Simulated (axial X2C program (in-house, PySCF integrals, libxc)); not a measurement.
# Potential curves of GaC⁺, two-component

Calculated with an in-house relativistic program for diatomic molecules. Two-component (2c) means X2C with spin–orbit coupling and atomic mean-field two-electron Coulomb and Gaunt terms. Basis: Ga dyall-cv3z [9s9p7d4f1g], C dyall-v3z [7s6p2d1f] (cores contracted in-house); Gaussian nuclei, density fitting, unrestricted open shells. Masses: Ga 68.926 u, C 12.000 u.

State: Ω = 1 (⟨Sz⟩ = 1.00, ⟨Lz⟩ = 0.00 at B97-3). Energies in eV from the fragments at the same level (Ga+ + C). Fits are polynomials in 1 − R0/R over 0.85 to 1.23 times the lowest point R0.

```csv
R (Å),B97-3
1.7922,0.2091
1.8746,-0.0217
1.9364,-0.1204
1.9982,-0.1751
2.0600,-0.1992
2.1321,-0.2018
2.2042,-0.1879
2.2969,-0.1580
2.4102,-0.1167
2.5750,-0.0637
```

Occupations by symmetry block were frozen at the best pattern of an incomplete PBE0 search. Dissociation energies refer to the lowest single-determinant-based atoms at the same level and basis. Density functionals use the spin component along the axis (collinear). The 2c atoms are single determinants rather than J levels; their spin–orbit lowering is only partly caught, and De is too large by that part. This holds for B97-3. PBE0 can misorder states that lie within some tenths of an eV, so this need not be the ground state of the molecule. The nearest other 2c determinant of the search, Ω = 2, lies 0.41 eV up at the distance of the search. The functionals have no current-density term, which raises determinants with orbital currents, atoms included. With several unpaired electrons one determinant need not be a pure state. Open-shell Ω = 0 determinants with evenly filled partner blocks cannot be reached by this program, so the Ω shown need not be the lowest component. This is the Ω = 1 component of a π² triplet; the 0⁺ component is not one determinant and can lie lowest. The determinant is spin-polarised beyond a pure state at some levels (its spin-free form has ⟨S²⟩ too high), which makes Re and μ there less reliable.

(1) What are Re, ωe and De at the B97-3 level?

## Answers

(1) At B97-3, 2c: Re = 2.103 Å, ωe ≈ 323 cm⁻¹, De = 0.20 eV to Ga+ + C; Be follows as 0.373 cm⁻¹.
